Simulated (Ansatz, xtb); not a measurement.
**F2H3NSn: which of two structures lies lower**

We compare I, `[NH2][SnH]([F])[F]`, a singlet, with II, a singlet given by its coordinates. Both are isolated molecules in the gas phase, relaxed with r2SCAN-D4/def2-SVP; the shapes shown needn't be the lowest conformers.

I (Å):

```json
{"atom": "F", "x (Å)": "-0.8101", "y (Å)": "-0.4377", "z (Å)": "2.2425"}
{"atom": "F", "x (Å)": "0.7920", "y (Å)": "-3.0912", "z (Å)": "2.2002"}
{"atom": "N", "x (Å)": "-0.4376", "y (Å)": "-1.9714", "z (Å)": "-0.5149"}
{"atom": "Sn", "x (Å)": "0.4804", "y (Å)": "-1.4526", "z (Å)": "1.2136"}
{"atom": "H", "x (Å)": "-1.3892", "y (Å)": "-1.5967", "z (Å)": "-0.5250"}
{"atom": "H", "x (Å)": "-0.5208", "y (Å)": "-2.9892", "z (Å)": "-0.5715"}
{"atom": "H", "x (Å)": "1.9338", "y (Å)": "-0.5765", "z (Å)": "1.1741"}
```

II (Å):

| atom | x (Å) | y (Å) | z (Å) |
| --- | --- | --- | --- |
| F | 0.6797 | 0.9989 | 1.6521 |
| F | -1.9301 | -0.0498 | 0.8887 |
| N | 0.1090 | 0.2402 | -0.9177 |
| Sn | -0.9336 | 1.6592 | 0.6976 |
| H | -0.5186 | -0.5636 | -0.8179 |
| H | 0.3359 | 0.3888 | -1.9008 |
| H | 0.9601 | 0.0310 | -0.3868 |

Close contacts (Å): F1–Sn4 1.99, F2–Sn4 1.99, N3–Sn4 2.39, N3–H5 1.02, N3–H6 1.02, N3–H7 1.02.

**Question.** Estimate which is lower in electronic energy at CCSD(T)/def2-TZVP, and by roughly how much.

**Answer.** The CCSD(T)/def2-TZVP calculation puts structure II lower, by 33.4 kcal/mol.

How the difference moves with the method:

```tsv
level	geometry	E(II) − E(I) (kcal/mol)	departure from the last row (kcal/mol)	job, with rough time for the two
GFN2-xTB	GFN2-xTB	−74.8	−41.4	optimisation, 0.32 s
HF/STO-3G	GFN2-xTB	+43.8	+77.1	single point, 0.75 s
r2SCAN-D4/def2-SVP//GFN2-xTB	GFN2-xTB	−32.4	+1.0	single point, 3.5 s
r2SCAN-D4/def2-SVP	r2SCAN-D4/def2-SVP	−40.8	−7.4	optimisation, 26 s
HF/def2-TZVP	r2SCAN-D4/def2-SVP	−31.5	+1.8	part of the CCSD(T) run
MP2/def2-TZVP	r2SCAN-D4/def2-SVP	−35.5	−2.1	part of the CCSD(T) run
CCSD(T)/def2-TZVP	r2SCAN-D4/def2-SVP	−33.4		single point, 2.9 min
```

HF/STO-3G puts the two in the other order. The largest departure from CCSD(T)/def2-TZVP is that of HF/STO-3G, 77.1 kcal/mol.

With harmonic frequencies from r2SCAN-D4/def2-SVP (ideal gas, rigid rotor, one conformer each, 298.15 K, 1 atm): on the last row, ΔE + ΔZPE = −29.8 kcal/mol. A mode under 50 cm⁻¹ makes harmonic enthalpies and free energies unreliable, so none is given.

The correlated steps freeze 7 core orbitals; the filled d shell of Sn is correlated, in a basis made for valence electrons. Atoms past krypton carry core potentials in the def2 sets, other sets are all-electron and non-relativistic, and no spin–orbit term is included. Codes used: Ansatz 0.2.0, xtb 6.7.1; the last row on 2 threads of Arm Neoverse V1 on a shared host.
